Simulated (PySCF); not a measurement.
Frontier orbitals and the lowest excitations

Species: C3H3F3S.
Z-matrix (Å and degrees, GFN2-xTB geometry), rows numbered from 1:
```
C 
C   1  1.4818
S   2  1.6130  1  125.67
C   2  1.5186  1  114.00  3  -179.97
F   4  1.3464  2  111.10  1    59.12
F   4  1.3294  2  114.07  1  -179.84
F   4  1.3463  2  111.13  1   -58.73
H   1  1.0858  2  110.30  3    -0.27
H   1  1.0920  2  109.95  3   120.93
H   1  1.0919  2  109.96  3  -121.50
```

Theory: TDDFT PBE0/def2-SVPD, vertical, gas phase, core orbitals frozen in the response in PySCF 2.14.0, density-fitted response routines.

Frontier orbitals with the atoms that hold most of them (Löwdin shares over 4%, at most four atoms; ? is withheld):

```
orbital  ε (eV)                           atoms
 LUMO+2    1.14                   S3 83%, C2 6%
 LUMO+1    0.46    S3 28%, C1 22%, H9 8%, C4 8%
   LUMO   -3.10                               ?
   HOMO   -7.27                               ?
 HOMO-1   -9.33           S3 47%, C2 32%, C1 9%
 HOMO-2  -10.98   S3 28%, C2 16%, C1 15%, H8 9%
 HOMO-3  -11.97  F6 27%, C2 22%, S3 21%, C1 17%
```

(1) Give the leading atoms of the LUMO.

(2) Give the leading atoms of the HOMO.

(3) How does S1 compare with the orbital gap of 4.16 eV?

(4) One configuration dominates each of S1, S2, S3 and S4. Which, and how do the shares of the two leading atoms of either orbital change from the occupied to the empty one?

Results:

(1) S3 (bonded to C) 44%; C2 (bonded to 2 C and S) 38%; C1 (bonded to C and 3 H) 5%. By element: sulfur 44%, carbon 42% or more.

(2) S3 (bonded to C) 75%; C2 (bonded to 2 C and S) 12%; C1 (bonded to C and 3 H) 4%. By element: sulfur 75%, carbon 16% or more.

(3) S1 is at 2.33 eV (f = 0.0000), 1.83 eV below the gap, made of HOMO→LUMO (100%). 

(4) 
- S1 (2.33 eV, f 0.0000), HOMO→LUMO (100%): S3 75% → 44%, C2 12% → 38%; low, almost dark, from the terminal sulfur into the C=S bond, the pattern of n→π*
- S2 (5.94 eV, f 0.248), HOMO-1→LUMO (93%): S3 47% → 44%, C2 32% → 38%
- S3 (6.24 eV, f 0.0001), HOMO-2→LUMO (99%): S3 28% → 44%, C2 16% → 38%
- S4 (6.63 eV, f 0.069), HOMO→LUMO+1 (94%): S3 75% → 28%, C2 12% → at most 9%, C1 4% → 22%

The run took 32 s of wall time on one thread, Arm Neoverse N1 (aarch64), on a shared host, and the process peaked at 0.74 GiB of memory.
